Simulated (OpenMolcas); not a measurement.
## Computed transition rates of F²⁺

```json
{
 "Program": "OpenMolcas",
 "Method": "SS-CASPT2, IPEA 0.25 Eh, imaginary shift 0.1 Eh (closed shells correlated: 1s)",
 "Basis": "ANO-RCC-VQZP [5s4p3d2f1g]",
 "Scalar Hamiltonian": "DKH2, point nucleus",
 "Active space": "5 electrons in 8 orbitals (2s 2p 3s 3p)",
 "State averaging": "2S+1 = 4 odd, 1 root; 2S+1 = 2 odd, 8 roots; 2S+1 = 4 even, 3 roots; 2S+1 = 2 even, 9 roots",
 "Spin-orbit coupling": "RASSI with atomic mean-field integrals over the reference wave functions, term energies averaged over their components"
}
```

Rates come from the transition moments of the reference wave functions (E1 and E2 in the length form). At fixed line strength A goes as λ^-3 for E1 and M1 and as λ^-5 for E2, so a rate at the computed wavelength can be rescaled to the measured one. Measured vacuum wavelengths follow from level energies in Moore, Atomic Energy Levels, vol. I, NSRDS-NBS 35 (1971 reprint of NBS Circular 467, 1949). Branching counts decays inside the model space alone, at computed energies, and the table is only a selection of the E1 lines, drawn from those between levels with measured partners whose computed energy lies within a factor of 1.5 of the measured one.

```csv
Upper,Lower,Type,λ computed (nm),λ measured (nm),A computed (s-1),A rescaled (s-1),Branching %
2s 2p⁴ ⁴P_1/2,2s² 2p³ ⁴S°_3/2,E1,65.45,65.61,2.13e+09,2.11e+09,100.0
2s 2p⁴ ⁴P_3/2,2s² 2p³ ⁴S°_3/2,E1,65.52,65.69,2.12e+09,2.10e+09,100.0
2s 2p⁴ ⁴P_5/2,2s² 2p³ ⁴S°_3/2,E1,65.64,65.83,2.11e+09,2.09e+09,100.0
```

The largest correction is for 2s 2p⁴ ⁴P_5/2 → 2s² 2p³ ⁴S°_3/2 (E1): 2.11e+09 × (65.64 / 65.83)^3 = 2.09e+09 s-1, a factor of 0.99.

The computed rate and branching of 2s 2p⁴ ⁴P_1/2 → 2s² 2p³ ⁴S°_3/2 give the upper level a radiative lifetime of 1.000 / 2.13e+09 s-1 = 4.69e-10 s, counting decays inside the model space alone. The rescaled rate gives about 4.7e-10 s.

No measured rate stands beside these. Rescaling mends the energy factor alone: line strengths can still be far off where a level mixes with configurations outside the active space, and weak or spin-changing lines hang on small mixing coefficients that depend on the term gaps too, so rescaling need not improve them.

Active for correlation alone: 3p 3s; no level in the range computed is led by a configuration that fills them, so any true level of that kind is missing. Computed and measured levels are paired by configuration, term and J; levels that our copy of the source lacks, or whose pairing is in doubt (as where it misses far off the trend of its configuration), stay unpaired. Only configurations of the active space appear.

° marks odd parity.
